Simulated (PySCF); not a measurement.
B3LYP has the VWN-RPA correlation part, as in Gaussian. Delta-SCF ions had no search for a lower state. Excitations are Tamm–Dancoff values on a coarser integration grid. The basis has no diffuse functions, so Rydberg states are missing or too high.

**CH$_{9}$NSi$_{2}$, SMILES `[SiH3]N[SiH2]C` (C–Si–N–Si torsion 75°) (charge 0, multiplicity 1)**

Computed with B3LYP-D3(BJ)/def2-TZVP // PBE0-D4/def2-TZVP run with PySCF 2.14.0.

```yaml
HOMO: -7.14 eV
dipole_moment: 0.208 e·Å
LUMO: -0.05 eV
HOMO–LUMO gap: 7.10 eV
S1 excitation (TDA): 6.01 eV
S1 oscillator strength: 0.010
T1 excitation (TDA): 5.68 eV
S1–T1 gap (TDA): 0.33 eV
vertical ionisation energy (Delta-SCF): 9.26 eV
total_energy: -18434.03 eV
cost: around 4 core-minutes (rough)
```

```xyz
13

C     -2.0216     0.3666     0.0889
Si    -0.6894    -0.9124    -0.1747
N      0.8143    -0.2367    -0.7047
Si     1.9593     0.6301     0.2453
H     -2.2333     0.9103    -0.8348
H     -1.7159     1.0922     0.8473
H     -2.9476    -0.1051     0.4293
H     -1.1180    -1.8821    -1.2204
H     -0.4722    -1.6398     1.1063
H      1.0264    -0.3576    -1.6839
H      2.1762     2.0166    -0.2540
H      3.2899    -0.0373     0.2828
H      1.4050     0.6942     1.6231
```
Charge 0, spin multiplicity 1.
